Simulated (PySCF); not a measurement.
PySCF 2.14 output of a UHF calculation on a single atom or ion in def2-TZVP (5s4p3d, 32 functions), with the non-relativistic Hamiltonian (point nucleus):

```
SCF conv_tol = 1e-09
number electrons alpha = 6  beta = 5
cycle= 1 E= -199.363679799826  delta_E= -2.11e-11  |g|= 2.06e-06  |ddm|= 1.54e-05
converged SCF energy = -199.363679799826  <S^2> = 0.75005741  2S+1 = 2.0000574
```

The run itself started from symmetry-adapted Hartree-Fock orbitals and held the occupation by maximum overlap, so the iterations belong to that start.

Problem. Which element, charge and spin multiplicity is this?

Solution. Mg⁺ (magnesium, charge +1), multiplicity 2; the state was [Ne] 3s1, 2S determinant.
